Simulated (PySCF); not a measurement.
C3H8N2Si, SMILES C[Si@]1(N)C=NC1. Atoms are numbered in the order given.

```xyz
14

C      1.9278    -0.6831     0.1244
Si     0.2993     0.2371     0.0419
N      0.6619     1.9179     0.0964
C     -1.1108    -0.5892     1.0040
N     -1.7371    -1.0132    -0.0374
C     -1.0041    -0.4262    -1.1859
H      1.7585    -1.7677     0.0540
H      2.5896    -0.3812    -0.7026
H      2.4510    -0.4832     1.0731
H     -0.0550     2.6324     0.1091
H      1.5506     2.2654     0.4345
H     -1.4674    -0.8548     2.0112
H     -0.7339    -1.1897    -1.9346
H     -1.6358     0.3176    -1.6994
```

Geometry optimised at PBE0-D3(BJ)/def2-SVP. The structure was generated by enumeration; whether it is a known compound was not checked. The values are those of a single conformer.

These are HF/pcSseg-1 (PySCF) values and carry that method's errors.

GIAO shieldings, no solvent; atoms listed in one row are averaged. δ = σ(ref) − σ: ¹³C against TMS (σ = 192.6 ppm); ²⁹Si against TMS (σ = 393.8 ppm); ¹⁵N against NH3 (σ = 267.3 ppm); ¹H against TMS (σ = 31.99 ppm), references at their B3LYP-D3(BJ)/def2-TZVP geometries, non-relativistic.

Computed chemical shifts:
| nucleus | atoms | count | δ (ppm) |
|---|---|---|---|
| ¹³C | C4 | 1 | 211.2 |
| ¹³C | C6 | 1 | 58.5 |
| ¹³C | C1 | 1 | -1.2 |
| ²⁹Si | Si2 | 1 | 1.6 |
| ¹⁵N | N5 | 1 | 536.7 |
| ¹⁵N | N3 | 1 | 24.0 |
| ¹H | H12 | 1 | 9.47 |
| ¹H | H14 | 1 | 4.02 |
| ¹H | H13 | 1 | 3.91 |
| ¹H | H10, H11 | 2 | 1.40 |
| ¹H | H7, H8, H9 | 3 | 0.52 |
